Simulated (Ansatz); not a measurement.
Ansatz (an electronic-structure program) input (B3LYP/6-31G*):

Ansatz 0.2 input:
```yaml
crystal:
  periodic: [false, false, false]
  atoms:
    - {symbol: N, position_ang: [-0.60833500, 1.53921900, 0.08614500]}
    - {symbol: Si, position_ang: [-0.10075700, -0.01909400, 0.42335000]}
    - {symbol: N, position_ang: [-1.01703800, -1.20724800, -0.34003400]}
    - {symbol: N, position_ang: [1.59550500, -0.26179200, -0.46398600]}
    - {symbol: H, position_ang: [-1.11254300, 1.81004900, -0.74442300]}
    - {symbol: H, position_ang: [-0.58111700, 2.27572400, 0.77473100]}
    - {symbol: H, position_ang: [0.35877100, -0.16384000, 1.80914600]}
    - {symbol: H, position_ang: [-1.99909200, -1.04862700, -0.51515400]}
    - {symbol: H, position_ang: [-0.81641500, -2.19532500, -0.29239700]}
    - {symbol: H, position_ang: [1.47384300, -0.20466600, -1.47699600]}
    - {symbol: H, position_ang: [2.26055200, 0.46481700, -0.19269400]}
    - {symbol: H, position_ang: [2.03566400, -1.16207100, -0.26399300]}
basis:
  gaussian:
    orbitals: 6-31G*
hamiltonian:
  xc: {name: B3LYP}
total_charge: 1
relax: {f_tol: 0.003, max_steps: 120}
```

From the output:

```
these checks for a lower state are left out or cut short: starts, cluster_reference, orbital_swaps, neighbouring_geometries, increment
integrals: 0.03 GiB planned
925 factors; integrals over basis functions are off by at most 4.7e-4 eV
mean field: 0.28 GiB planned
mean field evaluation 32: about -12474.0095 eV, gradient 4.8e-3 eV
mean field -12474.02244171 eV, -458.4118695369 hartree, gradient 6.1e-5 eV, S^2 0.000000; 0 other end points of the search recorded, 0 dependent functions left out
the calculation of the forces begins
reference -12474.02266970 eV, -458.4118779150 hartree; 21, 21 occupied and 59, 59 virtual orbitals, 925 factors
relax step   5: F+E_penalty+E_count = -12474.02244171 eV  Δ(F+E_penalty+E_count) = -3.351e-4 eV  max|allowed force component| = 2.574e-2 eV/Å  Δτ_max = 0.0228 Å  (24 SCF iters, accepted)
these checks for a lower state are left out or cut short: starts, cluster_reference, orbital_swaps, neighbouring_geometries, increment
integrals: 0.03 GiB planned
925 factors; integrals over basis functions are off by at most 4.7e-4 eV
mean field: 0.29 GiB planned
mean field -12474.02260918 eV, -458.4118756912 hartree, gradient 6.2e-5 eV, S^2 0.000000; 0 other end points of the search recorded, 0 dependent functions left out
the calculation of the forces begins
reference -12474.02283712 eV, -458.4118840679 hartree; 21, 21 occupied and 59, 59 virtual orbitals, 925 factors
relax step   6: F+E_penalty+E_count = -12474.02260918 eV  Δ(F+E_penalty+E_count) = -1.675e-4 eV  max|allowed force component| = 1.533e-2 eV/Å  Δτ_max = 0.0178 Å  (25 SCF iters, accepted)
these checks for a lower state are left out or cut short: starts, cluster_reference, orbital_swaps, neighbouring_geometries, increment
integrals: 0.03 GiB planned
925 factors; integrals over basis functions are off by at most 4.7e-4 eV
mean field: 0.29 GiB planned
mean field -12474.02273413 eV, -458.4118802829 hartree, gradient 6.1e-5 eV, S^2 0.000000; 0 other end points of the search recorded, 0 dependent functions left out
the calculation of the forces begins
reference -12474.02296213 eV, -458.4118886620 hartree; 21, 21 occupied and 59, 59 virtual orbitals, 925 factors
relax step   7: F+E_penalty+E_count = -12474.02273413 eV  Δ(F+E_penalty+E_count) = -1.249e-4 eV  max|allowed force component| = 1.572e-2 eV/Å  Δτ_max = 0.0238 Å  (24 SCF iters, accepted)
these checks for a lower state are left out or cut short: starts, cluster_reference, orbital_swaps, neighbouring_geometries, increment
integrals: 0.03 GiB planned
925 factors; integrals over basis functions are off by at most 4.7e-4 eV
mean field: 0.28 GiB planned
mean field -12474.02278598 eV, -458.4118821886 hartree, gradient 2.6e-5 eV, S^2 0.000000; 0 other end points of the search recorded, 0 dependent functions left out
the calculation of the forces begins
reference -12474.02301405 eV, -458.4118905697 hartree; 21, 21 occupied and 59, 59 virtual orbitals, 925 factors
relax step   8: F+E_penalty+E_count = -12474.02278598 eV  Δ(F+E_penalty+E_count) = -5.186e-5 eV  max|allowed force component| = 1.392e-2 eV/Å  Δτ_max = 0.0151 Å  (21 SCF iters, accepted)
these checks for a lower state are left out or cut short: starts, cluster_reference, orbital_swaps, neighbouring_geometries, increment
integrals: 0.03 GiB planned
925 factors; integrals over basis functions are off by at most 4.7e-4 eV
mean field: 0.29 GiB planned
mean field -12474.02281981 eV, -458.4118834318 hartree, gradient 9.3e-6 eV, S^2 0.000000; 0 other end points of the search recorded, 0 dependent functions left out
the calculation of the forces begins
reference -12474.02304791 eV, -458.4118918142 hartree; 21, 21 occupied and 59, 59 virtual orbitals, 925 factors
relax step   9: F+E_penalty+E_count = -12474.02281981 eV  Δ(F+E_penalty+E_count) = -3.383e-5 eV  max|allowed force component| = 1.097e-2 eV/Å  Δτ_max = 0.0125 Å  (21 SCF iters, accepted)
these checks for a lower state are left out or cut short: starts, cluster_reference, orbital_swaps, neighbouring_geometries, increment
integrals: 0.03 GiB planned
925 factors; integrals over basis functions are off by at most 4.7e-4 eV
mean field: 0.28 GiB planned
mean field -12474.02283129 eV, -458.4118838536 hartree, gradient 1.9e-5 eV, S^2 0.000000; 0 other end points of the search recorded, 0 dependent functions left out
the calculation of the forces begins
reference -12474.02305940 eV, -458.4118922366 hartree; 21, 21 occupied and 59, 59 virtual orbitals, 925 factors
relax step  10: F+E_penalty+E_count = -12474.02283129 eV  Δ(F+E_penalty+E_count) = -1.148e-5 eV  max|allowed force component| = 2.519e-3 eV/Å  Δτ_max = 0.0058 Å  (21 SCF iters, accepted)
integrals: 0.03 GiB planned
925 factors; integrals over basis functions are off by at most 4.7e-4 eV
mean field: 0.28 GiB planned
mean field evaluation 64: about -12474.0094 eV, gradient 8.0e-2 eV
mean field -12474.02283129 eV, -458.4118838536 hartree, gradient 1.9e-5 eV, S^2 0.000000; 1 other end points of the search recorded, 0 dependent functions left out
the calculation of the forces begins
reference -12474.02305940 eV, -458.4118922366 hartree; 21, 21 occupied and 59, 59 virtual orbitals, 925 factors
Total energy: -12474.02305940 eV, -458.4118922366 hartree
Atom 0 at    -0.608903     1.561863     0.100578 Å, force    -0.000625     0.002221    -0.001370 eV/Å
Atom 1 at    -0.113299    -0.013510     0.426515 Å, force     0.000706    -0.000838    -0.000706 eV/Å
Atom 2 at    -1.024854    -1.196015    -0.378338 Å, force    -0.002248    -0.001957    -0.001847 eV/Å
Atom 3 at     1.606478    -0.282184    -0.464370 Å, force     0.002519     0.001753     0.001876 eV/Å
Atom 4 at    -1.112959     1.843442    -0.732318 Å, force     0.000580    -0.000106    -0.000471 eV/Å
Atom 5 at    -0.601860     2.284254     0.811252 Å, force     0.000728    -0.000849     0.000842 eV/Å
Atom 6 at     0.348980    -0.148573     1.818062 Å, force     0.000654    -0.000803    -0.000286 eV/Å
Atom 7 at    -2.028365    -1.068296    -0.462562 Å, force    -0.001245     0.000928     0.000698 eV/Å
Atom 8 at    -0.791372    -2.183139    -0.380092 Å, force     0.001426    -0.000568     0.000947 eV/Å
Atom 9 at     1.479696    -0.320660    -1.482017 Å, force    -0.000895    -0.000067     0.001840 eV/Å
Atom 10 at     2.246509     0.494696    -0.265741 Å, force    -0.000715    -0.001189    -0.000816 eV/Å
Atom 11 at     2.088987    -1.144731    -0.187274 Å, force    -0.000886     0.001475    -0.000706 eV/Å
Dipole moment:     0.621435    -0.128830    -0.250549 e Å
```

The dipole moment of an ion depends on the origin.

The geometry given is a B3LYP-D3(BJ)/def2-TZVP minimum.
